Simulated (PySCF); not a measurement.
## NMR data sheet: CH9NO4Si3

```yaml
Formula: CH9NO4Si3
SMILES: CN[Si@@H]1O[SiH2]O[Si@H](O)O1
Point_group_of_the_computed_structure: C1
Degrees_of_unsaturation: 1
Carbon_signals: 1
Proton_signals: 7
```

Bonds (- single, = double, # triple, : aromatic): C1-N2, N2-Si3, Si3-O4, O4-Si5, Si5-O6, O6-Si7, Si7-O8, Si7-O9, O9-Si3. C1 carries H10, H11, H12; N2 carries H13; Si3 carries H14; Si5 carries H15, H16; Si7 carries H17; O8 carries H18. Stereochemistry as in CN[Si@@H]1O[SiH2]O[Si@H](O)O1. H15 is cis to N2 on the ring; H16 is trans to N2 on the ring.

Theory: structure optimised with GFN2-xTB, σ from GIAO-PBE0/pcSseg-1, in PySCF 2.14.0 with density-fitted response routines (no relativistic terms, one averaged value for each set of equivalent atoms, no solvent model, one conformer).

δ = σ(ref) − σ, references computed at the same level: 1H (σref 31.72) and 13C (σref 186.93) and 29Si (σref 349.16) against TMS; 15N (σref 267.73) vs NH3; 17O (σref 336.08) vs H2O.

```tsv
carbon	δC, type	δH (multiplicity)	HMBC from (2–3 bonds)	span of the C tensor (ppm)
C1	28.1, CH3	2.81 (s)	H14	52
```

Other nuclei:
| atoms | nucleus | environment | δ (ppm) | σ (ppm) |
| --- | --- | --- | --- | --- |
| H16 | 1H | hydrogen on a silicon bonded to 2 O, in a 6-membered ring | 5.11 | 26.60 |
| H15 | 1H | hydrogen on a silicon bonded to 2 O, in a 6-membered ring | 5.07 | 26.65 |
| H14 | 1H | hydrogen on a silicon bonded to N, 2 O, in a 6-membered ring | 4.99 | 26.72 |
| H17 | 1H | hydrogen on a silicon bonded to 3 O, in a 6-membered ring | 4.29 | 27.43 |
| H18 | 1H | hydrogen on an oxygen bonded to Si | 2.58 | 29.14 |
| H13 | 1H | hydrogen on a nitrogen bonded to C, Si | 0.74 | 30.98 |
| Si5 | 29Si | silicon bonded to 2 O, 2 H, in a 6-membered ring | -38.2 | 387.3 |
| Si3 | 29Si | silicon bonded to N, 2 O, H, in a 6-membered ring | -52.9 | 402.0 |
| Si7 | 29Si | silicon bonded to 3 O, H, in a 6-membered ring | -69.5 | 418.6 |
| N2 | 15N | nitrogen bonded to C, Si, H | 40.5 | 227.2 |
| O9 | 17O | oxygen bonded to 2 Si, in a 6-membered ring | 116.2 | 219.9 |
| O6 | 17O | oxygen bonded to 2 Si, in a 6-membered ring | 105.2 | 230.9 |
| O4 | 17O | oxygen bonded to 2 Si, in a 6-membered ring | 94.6 | 241.5 |
| O8 | 17O | oxygen bonded to Si, H | 61.6 | 274.5 |

δC 28.1: methyl carbon bonded to N; deshielded by the electronegative neighbour. δH 4.29: hydrogen on a silicon bonded to 3 O, in a 6-membered ring. δH 2.81: hydrogen on a methyl carbon bonded to N; its carbon carries N, hence the downfield position. δH 2.58: hydrogen on an oxygen bonded to Si; exchangeable; this is the value without hydrogen bonding to other molecules. δH 0.74: hydrogen on a nitrogen bonded to C, Si; labile proton, position sensitive to the medium.

The OH or NH signal is concentration- and solvent-dependent in practice; the value given is the gas-phase one. Shifts are as computed. Against solution values, carbons near 30 ppm lie about +3 ppm off and those near 130 ppm about +5 ppm. Of 1211 compounds with measured shifts, 218 miss one by over three times the rms of a fit or turn the order of signals round; such compounds aren't used in these exercises. Experimental scales use liquid or dissolved standards, which lie at an offset from isolated NH3 (liquid NH3: subtract about 20 ppm) and H2O (liquid H2O: subtract about 36 ppm). Multiplicities follow the n + 1 count of equivalent neighbours, as no J values were calculated; m marks all less simple cases, F and P coupling included.
